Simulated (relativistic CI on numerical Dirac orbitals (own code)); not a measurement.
## Hyperfine structure of Bi56+, mass number 207

Computed by Dirac-Coulomb-Breit CI, separate exchange-only KLI orbitals for each configuration, a model potential for QED, unscaled Slater integrals (own radial code, finite nucleus).

Configurations in the expansion (outside the closed core [Ne]): 3s2.3p6.3d9, 3s2.3p5.3d10, 3s.3p6.3d10, 3s2.3p6.3d8.4s, 3s2.3p6.3d8.4p, 3s2.3p4.3d10.4s, 3s2.3p6.3d8.4d, 3s2.3p4.3d10.4p, 3s2.3p5.3d9.4s, 3s2.3p6.3d8.4f, 3s2.3p4.3d10.4d, 3s2.3p5.3d9.4p, 3s.3p5.3d10.4s, 3s2.3p6.3d7.4s2, 3s.3p5.3d10.4p, 3s2.3p5.3d9.4d. Levels of other configurations are missing.

Nuclear spin I = 9/2, μ = 4.0729 μN, Q = -0.76 b (tables of Stone and Pyykkö). The electronic factors are computed for point nuclear moments, without core polarisation or the Bohr-Weisskopf and QED corrections.

```csv
Level,E (eV),A (GHz),B (GHz)
3s2.3p6.3d9 2D_5/2,0.00,51.97,90.3
3s2.3p6.3d9 2D_3/2,116.22,136,77.9
3s2.3p5.3d10 2P°_3/2,564.82,257.4,443
3s2.3p5.3d10 2P°_1/2,1113.96,2822,
3s.3p6.3d10 2S_1/2,1403.83,8595,
3s2.3p6.3d8.4s 4F_9/2,2157.53,386,66.6
3s2.3p6.3d8.4s 2F_7/2,2161.16,-281.4,61.8
3s2.3p6.3d8.4s 2S_1/2,2193.45,3054,
```

Levels with J = 0, under 50 % of one LS term, or S terms without an open s electron are left out. Small factors come from cancelling terms and can be off by tens of per cent or more.

At this charge energies of transitions that change n are usually good to better than 1 %, and those within a shell (Δn = 0) to a few per cent.

(1) Give the hyperfine levels of 3s2.3p6.3d9 2D_5/2 relative to its centre of gravity.

## Answers

(1) With K = F(F + 1) − I(I + 1) − J(J + 1), E = AK/2 + B[¾K(K + 1) − I(I + 1)J(J + 1)]/[2I(2I − 1)J(2J − 1)]: F = 2: -673.2, F = 3: -544.3, F = 4: -362.1, F = 5: -117.3, F = 6: 201.3, F = 7: 607.2 GHz.

LS names give the leading component of a level, which can be under half, so a name can repeat, a term be missing and a line seem to break the LS rules.
